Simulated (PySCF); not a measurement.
Isomers of C8H9FO, from PySCF, PBE0-D3(BJ)/def2-SVP geometry optimisation, gas phase. One conformer each, no zero-point energy, no frequencies.

**Question.** Which is lowest in electronic energy at this level?
A. `[CH3:1][C:2]1([c:3]2[c:4]([F:5])[c:6]2=[O:7])[CH2:8][CH2:9][CH2:10]1` with C1–C2–C3–C4 -2°, C1–C2–C8–C9 97°, C2–C8–C9–C10 18°, C8–C9–C10–C2 -18°, C1–C2–C10–C9 -97°: A = 2065, B = 954.2, C = 730.2 MHz, dipole 4.10 D
B. `[OH:1][CH2:2][C@H:3]([F:4])[c:5]1[cH:6][cH:7][cH:8][cH:9][cH:10]1` with H–O1–C2–C3 54°, O1–C2–C3–F4 -57°, C2–C3–C5–C6 95°: A = 3153, B = 773.3, C = 682.3 MHz, dipole 1.58 D
C. `[CH2:1]=[C:2]1[C:3](=[CH2:4])[C:5]([O:6][CH2:7][CH3:8])=[C:9]1[F:10]` with C3–C5–O6–C7 -179°, C5–O6–C7–C8 180°: A = 2273, B = 885.3, C = 642.3 MHz, dipole 2.06 D
D. `[CH:1]#[C:2][C@@H:3]1[CH2:4][C@@H:5]([F:6])/[C:7]1=[CH:8]/[O:9][CH3:10]` with C7–C8–O9–C10 1°, C2–C3–C4–C5 -104°, C3–C4–C5–F6 -132°, C4–C5–C7–C8 -161°, C2–C3–C7–C5 104°: A = 1457, B = 1214, C = 731.5 MHz, dipole 2.04 D

**Answer.** B. That is PhCHFCH2OH, `OC[C@H](F)C1=CC=CC=C1`, 64.8 kcal/mol below the next.

```csv
SMILES,mapped SMILES,E (Eh),relative (kcal/mol),relative (kJ/mol),dipole (D)
OC[C@H](F)c1ccccc1,[OH:1][CH2:2][C@H:3]([F:4])[c:5]1[cH:6][cH:7][cH:8][cH:9][cH:10]1,-484.44767,0.0,0.0,1.58
CC1(c2c(F)c2=O)CCC1,[CH3:1][C:2]1([c:3]2[c:4]([F:5])[c:6]2=[O:7])[CH2:8][CH2:9][CH2:10]1,-484.34446,64.8,271.0,4.10
C=C1C(=C)C(OCC)=C1F,[CH2:1]=[C:2]1[C:3](=[CH2:4])[C:5]([O:6][CH2:7][CH3:8])=[C:9]1[F:10],-484.34374,65.2,272.9,2.06
C#C[C@@H]1C[C@@H](F)/C1=C/OC,[CH:1]#[C:2][C@@H:3]1[CH2:4][C@@H:5]([F:6])/[C:7]1=[CH:8]/[O:9][CH3:10],-484.30604,88.9,371.9,2.04
```

As drawn, the lowest has an aromatic ring and an O–H bond, which the highest lacks; the highest has a four-membered ring, a C≡C bond and a C=C bond outside aromatic rings, which the lowest lacks.
